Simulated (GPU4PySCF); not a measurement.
Sb(iPr)3 (C₉H₂₁Sb), SMILES C[CH](C)[Sb]([CH](C)C)[CH](C)C. Atoms are numbered in the order given.

```xyz
31

Sb     0.0861     0.0784     0.7781
C     -1.5863    -0.9255    -0.2788
C     -2.0612    -2.0987     0.5782
C     -1.3533    -1.3577    -1.7215
H     -2.3589    -0.1508    -0.2644
H     -2.9626    -2.5505     0.1503
H     -1.3020    -2.8829     0.6348
H     -2.2930    -1.7934     1.5999
H     -1.0628    -0.5300    -2.3649
H     -2.2697    -1.7925    -2.1370
H     -0.5793    -2.1233    -1.7898
C      1.8759    -0.7062    -0.2640
C      2.0663    -0.3037    -1.7212
C      1.9696    -2.2175    -0.0633
H      2.6698    -0.2368     0.3254
H      3.0315    -0.6687    -2.0910
H      1.2948    -0.7253    -2.3648
H      2.0578     0.7786    -1.8516
H      1.8826    -2.4959     0.9890
H      2.9299    -2.5979    -0.4276
H      1.1863    -2.7457    -0.6101
C     -0.0043     2.0762    -0.1777
C     -0.6931     3.0437     0.7834
C     -0.6442     2.1250    -1.5595
H      1.0501     2.3551    -0.2618
H     -0.6834     4.0630     0.3826
H     -1.7401     2.7690     0.9399
H     -0.2107     3.0636     1.7619
H     -0.1201     1.5036    -2.2835
H     -0.6422     3.1515    -1.9434
H     -1.6857     1.7978    -1.5297
```

Geometry optimised at B3LYP-D3(BJ)/def2-TZVP. The isomer is the one that the SMILES or the coordinates give; other isomers of the formula were not compared. The def2 effective core potentials stand for the cores of Sb; spin–orbit coupling is left out. The values are those of a single conformer.

All values below come from GPU4PySCF with r2SCAN/def2-TZVPD.

Mulliken values depend strongly on the basis, most of all with diffuse functions as here. Atomic charges (e):

```json
[
 {"atom": "Sb1", "Mulliken": "0.26"},
 {"atom": "C2", "Mulliken": "0.84"},
 {"atom": "C3", "Mulliken": "-1.44"},
 {"atom": "C4", "Mulliken": "-0.91"},
 {"atom": "H5", "Mulliken": "0.17"},
 {"atom": "H6", "Mulliken": "0.26"},
 {"atom": "H7", "Mulliken": "0.22"},
 {"atom": "H8", "Mulliken": "0.25"},
 {"atom": "H9", "Mulliken": "0.14"},
 {"atom": "H10", "Mulliken": "0.23"},
 {"atom": "H11", "Mulliken": "0.14"},
 {"atom": "C12", "Mulliken": "0.73"},
 {"atom": "C13", "Mulliken": "-0.91"},
 {"atom": "C14", "Mulliken": "-1.20"},
 {"atom": "H15", "Mulliken": "0.14"},
 {"atom": "H16", "Mulliken": "0.25"},
 {"atom": "H17", "Mulliken": "0.14"},
 {"atom": "H18", "Mulliken": "0.14"},
 {"atom": "H19", "Mulliken": "0.23"},
 {"atom": "H20", "Mulliken": "0.24"},
 {"atom": "H21", "Mulliken": "0.16"},
 {"atom": "C22", "Mulliken": "0.79"},
 {"atom": "C23", "Mulliken": "-1.45"},
 {"atom": "C24", "Mulliken": "-0.98"},
 {"atom": "H25", "Mulliken": "0.18"},
 {"atom": "H26", "Mulliken": "0.25"},
 {"atom": "H27", "Mulliken": "0.24"},
 {"atom": "H28", "Mulliken": "0.25"},
 {"atom": "H29", "Mulliken": "0.18"},
 {"atom": "H30", "Mulliken": "0.23"},
 {"atom": "H31", "Mulliken": "0.20"}
]
```
